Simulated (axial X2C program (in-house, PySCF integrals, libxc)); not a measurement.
# CoOH: properties at the nuclei

Calculated with an in-house all-electron X2C program for linear molecules (integrals from PySCF): two-component X2C with atomic mean-field Coulomb and Gaunt terms, Gaussian nuclei, basis Co dyall-v3z, O dyall-av3z, H dyall-v3z with contracted cores.

Co–O–H held linear, with bonds 1.738 and 0.952 Å (a rough geometry, not the PBE0 minimum).

Determinant lowest in the PBE0 search, Ω = 4 (⟨Sz⟩ = 2.00, ⟨Lz⟩ = 2.00 at PBE0), spin on the atoms Co 1.89, O 0.10, H 0.01:

| level | Eeff magnitude (GV/cm) | Ws magnitude Co (kHz) | A∥/gI Co (MHz) | qzz Co (a.u.) | A∥/gI O (MHz) | qzz O (a.u.) | A∥/gI H (MHz) | qzz H (a.u.) | μ (D) |
| --- | --- | --- | --- | --- | --- | --- | --- | --- | --- |
| PBE0 | 1.22 | 0.138 | 605 | -1.83 | 23.5 | 1.33 | 1.93 | 0.51 | 0.31 |
| HF | 1.24 | 0.136 | 531 | -2.42 | 18.4 | 1.50 | 1.26 | 0.52 | -0.31 |
| TPSSh | 1.19 | 0.135 | 611 | -1.87 | 22.6 | 1.30 | 2.15 | 0.52 | 0.60 |

Eeff is the effective electric field on the electron electric dipole moment in this Ω state and Ws the scalar–pseudoscalar constant of the nucleus named (defined with the proton number Z and per Ω); A∥ (defined per Ω) follows by multiplying with gI = μI/(I μN); qzz is the electric field gradient, eQq0 = 234.96 MHz × Q/barn × qzz; μ is positive if the H end (last atom) is positive. The operators were transformed with the bare-nucleus X2C matrices; with these basis sets, hyperfine constants and field gradients can be off by tens of per cent, and where levels differ in sign neither size nor sign is settled.

**Question.** With gI(59Co) = 1.3220, Q(59Co) = 0.42 barn, gI(17O) = -0.7575, Q(17O) = -0.02558 barn, gI(1H) = 5.5857 (g factors from the IAEA table of nuclear moments by Stone; Q from Pyykkö, Mol. Phys. 2018), turn the PBE0 values of the first state into constants in MHz.

**Answer.** A∥(59Co) = 605 × 1.3220 = 800 MHz; eQq0(59Co) = 234.96 × (0.42) × (-1.83) = -181 MHz; A∥(17O) = 23.5 × -0.7575 = -17.8 MHz; eQq0(17O) = 234.96 × (-0.02558) × (1.33) = -7.99 MHz; A∥(1H) = 1.93 × 5.5857 = 10.8 MHz.

The molecule was held linear; bending was not examined, so a bent shape may lie lower.

Each state is one determinant with collinear spin, which with several unpaired electrons need not be a pure state. Unrestricted Hartree–Fock can overshoot spin polarisation at the nuclei. With several open shells hyperfine constants can be off by a factor of several. Open-shell Ω = 0 determinants with evenly filled partner blocks cannot be reached by this program, so the Ω shown need not be the lowest component. At TPSSh a later determinant lies lower. States lie within half an eV, so the first need not be the ground state. Further determinants of the search, some of them spin-mixed, are not shown.
